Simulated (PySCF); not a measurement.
**Working out the excitation energy of As+**

As+ [Ar] 3d10 4s2 4p2 (3P) → As+ [Ar] 3d10 4s1 4p3 (5S). Calculation: PySCF 2.14, in x2c-TZVPPall (6s5p4d1f, 48 functions); scalar relativity by spin-free X2C-1e. Frozen: [Ar] 3d10. Energies in hartree (1 hartree = 27.21139 eV):

| part | As+ (lower) | As+ (upper) |
| --- | --- | --- |
| UHF | -2258.663367 | -2258.481426 |
| CCSD correlation | -0.067720 | -0.024524 |
| (T) | -0.001576 | -0.000274 |

Q: What does Hartree-Fock give?

A: (-2258.481426) − (-2258.663367) = 0.181941 hartree = 4.951 eV.

Q: What do CCSD and CCSD(T) give?

A: The CCSD correlation energies differ by 0.043196 hartree = 1.175 eV and the triples by 0.001302 hartree = 0.035 eV, so CCSD gives 6.126 eV and CCSD(T) 6.161 eV.

Measured between the centres of the two terms (NIST): 6.577 eV, so CCSD(T) (valence) is off by -0.416 eV.

What remains against the reference includes basis incompleteness, the frozen core and higher excitations.
